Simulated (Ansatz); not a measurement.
Consider the formal exchange of groups at the Si–H bond: `[SiH3]Cl` + `CN[SiH](O)O` → `O[SiH](O)[SiH2]Cl` + CH₃NH₂.

Gas-phase electronic energies from Ansatz, PBE0-D4/def2-TZVP geometries. CCSD(T)/CBS adds triple-zeta CCSD(T) − MP2 to the extrapolated MP2 energy (def2 sets, frozen cores). This one scheme is used for every species. Functionals use def2-TZVPP. B3LYP here is the variant with VWN-RPA as its local correlation; programs differ in this. One conformer a species, not always the lowest.

`[SiH3]Cl`:

Z-matrix (Å, degrees):
```
Si
Cl 1 2.054
H 1 1.481 2 108.5
H 1 1.481 2 108.5 3 -120.0
H 1 1.481 2 108.5 3 120.0
```

`CN[SiH](O)O`:

```xyz
12

C    -0.120   -1.045    1.350
N    -0.447   -0.838   -0.045
Si    0.066    0.475   -0.989
O    -0.486    1.921   -0.424
O     1.694    0.661   -0.963
H     0.725   -1.729    1.492
H     0.154   -0.092    1.806
H    -0.977   -1.437    1.906
H    -0.760   -1.665   -0.527
H    -0.433    0.191   -2.358
H    -1.431    1.994   -0.288
H     2.014    1.565   -0.961
```

`O[SiH](O)[SiH2]Cl`:

```xyz
10

O     1.438    0.216    1.423
Si    0.607    0.478    0.038
O    -0.223    1.890    0.193
Si   -0.854   -1.337   -0.207
Cl   -1.999   -0.876   -1.876
H     2.052    0.890    1.721
H     1.511    0.584   -1.145
H    -0.578    2.290   -0.602
H    -0.171   -2.627   -0.482
H    -1.783   -1.510    0.938
```

CH₃NH₂:

Cartesian coordinates in Å:
```
C 0.229 0.462 0.239
N -0.458 -0.507 -0.598
H 0.711 0.050 1.138
H -0.480 1.228 0.562
H 0.998 0.968 -0.349
H -1.183 -0.980 -0.075
H 0.184 -1.221 -0.918
```

```tsv
level	ΔE (kcal/mol)	difference from CCSD(T)/CBS
PBE-D4	16.6	-5.0
r2SCAN-D4	20.6	-1.0
PBE0-D4	18.4	-3.2
B3LYP-D4	20.6	-1.0
ωB97X-V	20.9	-0.7
ωB97M-V	22.5	0.9
r2SCAN	20.6	-1.0
PBE0	18.5	-3.1
HF/def2-TZVPP	24.5	2.9
MP2/def2-TZVPP	23.6	2.0
CCSD/def2-TZVPP	22.4	0.8
CCSD(T)/def2-TZVPP	22.1	0.5
MP2/def2-QZVPP	23.5	1.9
SCS-MP2/def2-QZVPP	23.4	1.8
MP2/CBS(def2)	23.2	1.6
CCSD/CBS(def2)	22.0	0.4
CCSD(T)/CBS	21.6	0
```

Largest T1 diagnostic among the species: 0.011.

From PBE to PBE0 (25 % exact exchange), in def2-TZVPP and without D4, ΔE moves by +1.8 kcal/mol. In def2-TZVPP, CCSD(T) changes the Hartree–Fock value by −2.4 kcal/mol (the triples alone add −0.4 kcal/mol) and MP2 by −0.9 kcal/mol.
